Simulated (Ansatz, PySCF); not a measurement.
Species: sum formula SiBrCl (charge 0, singlet). SMILES: Cl[Si]Br
Geometry: optimised at B3LYP-D3(BJ)/def2-TZVP (Ansatz, an electronic-structure program).

Wanted: vertical ionisation energy (to the doublet state of charge +1; each state is the SCF solution reached for its spin; for the singlet the Hartree-Fock reference is unstable and T1 is 0.014), in eV. Valence correlation only, unless marked. Open shells are spin-unrestricted. No spin-orbit coupling. Frozen are the shells of the preceding noble gas and the d and f shells that filled before the atom's block. No relativistic terms. CBS marks a two-point X^-3 extrapolation of the correlation energy; Hartree-Fock from the larger set. The bracket is a focal-point correction in the basis named.

```json
[
 {"level": "HF/def2-SVPD", "program": "Ansatz", "vertical ionisation energy (eV)": "9.20", "minus last row": "-0.78"},
 {"level": "HF/def2-TZVPPD", "program": "Ansatz", "vertical ionisation energy (eV)": "9.09", "minus last row": "-0.89"},
 {"level": "HF/def2-QZVPPD", "program": "Ansatz", "vertical ionisation energy (eV)": "9.08", "minus last row": "-0.90"},
 {"level": "PBE0/def2-TZVPD", "program": "Ansatz", "vertical ionisation energy (eV)": "9.77", "minus last row": "-0.21"},
 {"level": "wB97M-V/def2-TZVPD", "program": "Ansatz", "vertical ionisation energy (eV)": "9.92", "minus last row": "-0.06"},
 {"level": "wB97X-V/def2-TZVPD", "program": "Ansatz", "vertical ionisation energy (eV)": "9.91", "minus last row": "-0.07"},
 {"level": "MP2/def2-TZVPPD", "program": "Ansatz", "vertical ionisation energy (eV)": "9.83", "minus last row": "-0.15"},
 {"level": "RI-MP2/def2-TZVPPD", "program": "Ansatz", "vertical ionisation energy (eV)": "9.83", "minus last row": "-0.15"},
 {"level": "RI-MP2/def2-QZVPPD", "program": "Ansatz", "vertical ionisation energy (eV)": "9.91", "minus last row": "-0.07"},
 {"level": "RI-MP2/CBS(def2-TZVPPD,def2-QZVPPD)", "program": "Ansatz", "vertical ionisation energy (eV)": "9.97", "minus last row": "-0.01"},
 {"level": "SCS-MP2/def2-TZVPPD", "program": "Ansatz", "vertical ionisation energy (eV)": "9.86", "minus last row": "-0.12"},
 {"level": "CCSD/def2-TZVPPD", "program": "Ansatz", "vertical ionisation energy (eV)": "9.86", "minus last row": "-0.12"},
 {"level": "CCSD(T)/def2-SVPD", "program": "Ansatz", "vertical ionisation energy (eV)": "9.78", "minus last row": "-0.20"},
 {"level": "CCSD(T)/def2-TZVPPD", "program": "Ansatz", "vertical ionisation energy (eV)": "9.84", "minus last row": "-0.14"},
 {"level": "RI-MP2/CBS(def2-TZVPPD,def2-QZVPPD)+[CCSD(T)-MP2]/def2-TZVPPD", "program": "Ansatz", "vertical ionisation energy (eV)": "9.98", "minus last row": "0.00"}
]
```

For comparison, minus the highest occupied orbital energy (PySCF): 7.53 eV at B3LYP/def2-TZVPD, 8.72 eV at M06-2X/def2-TZVPD, 6.76 eV at BP86/def2-TZVPD.
